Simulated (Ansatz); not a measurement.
Consider the atomization: `Cl[SiH2][O][GeH2][Cl]` → 2 Cl• + Ge• + 4 H• + O• + Si•.

Isolated molecules relaxed with PBE0-D4/def2-TZVP in Ansatz; ΔE leaves out vibrations. CBS: MP2 limit from def2 TZ/QZ plus the TZ coupled-cluster correction, frozen cores. This one scheme is used for every species, atoms too. No spin–orbit coupling; open shells (•) take unrestricted orbitals. Spin–orbit coupling would lower the free atoms: a little for Cl, O, Si; clearly for Ge. For Ge outer-core shells are correlated without core-valence functions, so the limit isn't a true one: a few kJ/mol of doubt a bond, and 10 to 20 or more in all where bonds break to atoms. Scalar relativity is left out up to krypton. Each species was taken in one conformer, which may not be the lowest.

```csv
species,CCSD(T)/CBS(def2) energy (Eh)
`Cl[SiH2][O][GeH2][Cl]`,-3362.48789
Cl•,-459.70966
Ge•,-2076.01830
H•,-0.50000
O•,-75.00631
Si•,-288.94402
```

Q: Work out ΔE.

A: ΔE = 4 × (-0.50000) + 2 × (-459.70966) + (-2076.01830) + (-75.00631) + (-288.94402) − (-3362.48789) = 1.09994 Eh = +2887.9 kJ/mol.

Largest T1 diagnostic among the species: 0.012.

In def2-TZVPP, CCSD(T) changes the Hartree–Fock value by +696.0 kJ/mol (the triples alone add +44.8 kJ/mol) and MP2 by +754.0 kJ/mol; breaking electron pairs costs correlation energy, which Hartree–Fock lacks. The D4 term adds +44.6 kJ/mol with B3LYP and +23.7 kJ/mol with PBE0; it sums over pairs of atoms, weighted by their polarisabilities, and B3LYP, whose exchange is more repulsive, gets the larger term. From PBE to PBE0 (25 % exact exchange), in def2-TZVPP and without D4, ΔE moves by −26.2 kJ/mol: exact exchange takes away binding that semilocal exchange gives to molecules.

B3LYP here is the variant with VWN-RPA as its local correlation; programs differ in this.

For atomizations the MP2-based limit and the directly extrapolated one differ by several kJ/mol either way, and by 10 to 25 for some Ge, Se and Sn compounds, so smaller differences from it don't rank the levels.
